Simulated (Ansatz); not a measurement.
Cost and result for the atomization energy of `FCB[O][GaH2]` (10 atoms, 9 bonds).

```tsv
atom	x (Å)	y (Å)	z (Å)
F1	-0.8462	1.0033	-0.1012
C2	-0.8463	0.0373	0.9709
B3	0.3315	-1.0029	0.7173
O4	1.0840	-0.8451	-0.3574
Ga5	0.7504	0.5599	-1.5195
H6	-1.8438	-0.4089	0.9620
H7	-0.7360	0.6197	1.8889
H8	0.4992	-1.8956	1.5086
H9	-0.0792	0.1466	-2.7722
H10	1.6865	1.7857	-1.2974
```

The species carries charge 0 and has multiplicity 1. Correlated methods include outer-core shells of Ga, which these sets cover unevenly. Scalar relativity is left out up to krypton. All single points use the PBE0-D4/def2-TZVP geometry. It is one conformer, not always the lowest. Program: Ansatz. All runs use 4 threads of an Intel Xeon 6975P-C on a shared host. Times are those of one run each, without the atoms' runs, and a repeat can differ threefold. Electronic energies, without spin–orbit coupling; frozen cores. CCSD(T)/CBS adds CCSD(T) − MP2 in def2-TZVPP to the MP2 limit, and its time is that of the two runs behind it. T1 = 0.014. With those shells the extrapolation isn't a true limit.

CCSD(T)/CBS is a level of theory with its own doubt, some kJ/mol a heavy atom from the limit and from the frozen cores, so smaller differences don't rank the functionals.

| level | functions | wall time | atomization (kcal/mol) | difference from CCSD(T)/CBS | per bond |
| --- | --- | --- | --- | --- | --- |
| revPBE-D4/def2-TZVPP | 242 | 1.3 s | 846.3 | -11.2 | -1.2 |
| BLYP-D4/def2-TZVPP | 242 | 1.6 s | 853.3 | -4.2 | -0.5 |
| BHLYP-D4/def2-TZVPP | 242 | 2.2 s | 830.5 | -27.0 | -3.0 |
| r2SCANh-D4/def2-TZVPP | 242 | 3 s | 857.1 | -0.4 | 0.0 |
| B2PLYP/def2-TZVPP | 242 | 3.5 s | 849.4 | -8.1 | -0.9 |
| PBE-QIDH/def2-TZVPP | 242 | 3.5 s | 853.1 | -4.4 | -0.5 |
| ωB97X-V/def2-TZVPP | 242 | 4.3 s | 860.8 | 3.3 | 0.4 |
| B97M-V/def2-TZVPP | 242 | 4.7 s | 862.4 | 4.9 | 0.5 |
| CCSD(T)/def2-SVP | 113 | 4.7 s | 821.8 | -35.7 | -4.0 |
| ωB97M-V/def2-TZVPP (with forces) | 242 | 6.5 s | 859.5 | 2.0 | 0.2 |
| MP2/def2-QZVPP | 467 | 16 s | 869.3 | 11.8 | 1.3 |
| CCSD(T)/def2-TZVPP | 242 | 58 s | 840.5 | -17.0 | -1.9 |
| CCSD(T)/CBS(def2) | – | 74 s | 857.5 | 0.0 | 0.0 |

At CCSD(T), def2-SVP lies −35.7 kcal/mol from the extrapolated value and def2-TZVPP −16.9 kcal/mol: correlation converges slowly with the basis, and small sets miss more of it in the bonded molecule than in its fragments. From BLYP to BHLYP (50 % exact exchange), in def2-TZVPP and without D4, the atomization energy moves by −18.3 kcal/mol: exact exchange takes away binding that semilocal exchange gives to molecules. In def2-TZVPP, CCSD(T) changes the Hartree–Fock value by +205.9 kcal/mol (the triples alone add +12.6 kcal/mol) and MP2 by +224.5 kcal/mol; breaking electron pairs costs correlation energy, which Hartree–Fock lacks.
